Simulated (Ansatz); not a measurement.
Start from `[NH2][Sn]([NH2])([NH2])[NH2]` and change one atom or group to get `[NH2][Sn]([NH2])([NH2])[Cl]`.

Ansatz, PBE0-D4/def2-TZVP geometries, multiplicity 1. Each molecule was computed in one conformer, which needn't be the lowest.

Elements past krypton have def2 core potentials.

```tsv
property	`[NH2][Sn]([NH2])([NH2])[NH2]`
HOMO energy (ωB97M-V/def2-TZVPP) / eV	-9.26
LUMO energy (ωB97M-V/def2-TZVPP) / eV	1.34
LUMO energy (B3LYP/def2-TZVPP) / eV	-0.63
HOMO–LUMO gap (ωB97M-V/def2-TZVPP) / eV	10.60
HOMO–LUMO gap (B3LYP/def2-TZVPP) / eV	6.03
size of the dipole moment (PBE/def2-TZVPP) / D	0.00
```

Question: Give the same properties after the change, and the shifts. (Estimate.)

Answer: The calculation gave: 
| property | `[NH2][Sn]([NH2])([NH2])[Cl]` | shift |
| --- | --- | --- |
| HOMO energy (ωB97M-V/def2-TZVPP) / eV | -10.06 | -0.80 |
| LUMO energy (ωB97M-V/def2-TZVPP) / eV | 0.95 | -0.39 |
| LUMO energy (B3LYP/def2-TZVPP) / eV | -1.21 | -0.58 |
| HOMO–LUMO gap (ωB97M-V/def2-TZVPP) / eV | 11.01 | 0.41 |
| HOMO–LUMO gap (B3LYP/def2-TZVPP) / eV | 6.26 | 0.23 |
| size of the dipole moment (PBE/def2-TZVPP) / D | 0.56 | 0.56 |

With PBE0 the HOMO falls by 0.83 eV and the LUMO falls by 0.60 eV, so the gap widens by about 0.23 eV. PBE moves the HOMO by -0.81 eV and ωB97M-V by -0.80 eV. The zero-point energy changes by -63.3 kJ/mol with -6 modes.

B3LYP here is the variant with VWN-RPA as its local correlation; programs differ in this.
